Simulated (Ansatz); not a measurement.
Cost against result

Saddle point of Si$_{2}$H$_{6}$ClOF$_{3}$, closed shell (Si₂H₃F₃ ([F][Si]([F])([F])[SiH3]) + HCl + H₂O → SiClF₃ ([F][Si]([F])([F])[Cl]) + SiH₄ + H₂O; bonds formed: Si1–Cl7, Si2–H8, H6–O9; bonds broken: Si1–Si2, H6–Cl7, H8–O9), PBE0-D4/def2-TZVP structure:

```xyz
13
angstrom
Si -0.6195 1.0777 -0.2948
Si 0.4121 -1.0059 -1.1852
F -0.5432 2.4257 -1.1263
F -1.8641 0.4366 -1.1217
F -1.3656 1.2352 1.1197
H 0.9139 -0.0199 1.8351
Cl 1.3955 1.5580 0.6144
H 0.0353 -0.7029 0.6573
O 0.2924 -0.8050 1.8404
H 1.7248 -1.5305 -0.7299
H -0.5169 -2.0932 -1.5683
H 0.6430 -0.0847 -2.3334
H -0.5078 -0.4913 2.2927
```

Barriers are electronic and count from the start structure reached by relaxing down the imaginary mode.

Program: Ansatz 0.2.0. Basis: as named in each row. Cores are frozen in the correlated methods. B3LYP uses VWN-RPA correlation. Extrapolation: Hartree–Fock as exp(−7.88 √X), correlation as X^−2.97.

Times are rough, for one single point on 2 threads of a shared host (AMD EPYC 7R13), with one NVIDIA H100 (or a share of it) where marked.

The estimate by CCSD(T) at an estimated basis limit (MP2 extrapolated from triple and quadruple zeta, plus CCSD(T) − MP2 in triple zeta) is 44.23 kcal/mol.

```
      method       basis   time (s)  barrier (kcal/mol)  method less estimate
          HF      STO-3G          2               77.37                 33.14
      PBE-D4      STO-3G          2               26.59                -17.64
       SPW92    def2-SVP          4               15.38                -28.85
      PBE-D4    def2-SVP          4               27.94                -16.29
    B3LYP-D4       6-31G          6               47.88                  3.65
     PBE0-D4    def2-SVP          7               33.77                -10.46
  r2SCAN0-D4  def2-TZVPP  13 (H100)               38.51                 -5.72
    B3LYP-D4  def2-TZVPP  16 (H100)               44.35                  0.12
    BHLYP-D4  def2-TZVPP  18 (H100)               49.91                  5.68
       SPW92  def2-TZVPP  20 (H100)               21.54                -22.69
      PBE-D4  def2-TZVPP  20 (H100)               33.38                -10.85
   r2SCAN-D4  def2-TZVPP  21 (H100)               34.57                 -9.66
      B97M-V  def2-TZVPP  21 (H100)               38.99                 -5.24
     PBE0-D4  def2-TZVPP  21 (H100)               37.98                 -6.25
    PBE-QIDH  def2-TZVPP  21 (H100)               41.68                 -2.55
     wB97M-V    def2-SVP         22               35.45                 -8.78
     CCSD(T)    def2-SVP  22 (H100)               47.64                  3.41
     BLYP-D4  def2-TZVPP  22 (H100)               41.30                 -2.93
CAM-B3LYP-D4  def2-TZVPP  22 (H100)               45.42                  1.19
      B2PLYP  def2-TZVPP  22 (H100)               46.00                  1.77
  RPA on PBE  def2-TZVPP  22 (H100)               45.96                  1.73
         MP2  def2-QZVPP  26 (H100)               42.70                 -1.53
     wB97X-V  def2-TZVPP  29 (H100)               43.33                 -0.90
     wB97M-V  def2-TZVPP  29 (H100)               40.81                 -3.42
     CCSD(T)  def2-TZVPP  29 (H100)               45.74                  1.51
```

All methods are single points on the PBE0-D4 structures.

T1 diagnostic: at most 0.013.

Labels in which every atom is bracketed show which atoms are joined, not bond orders.
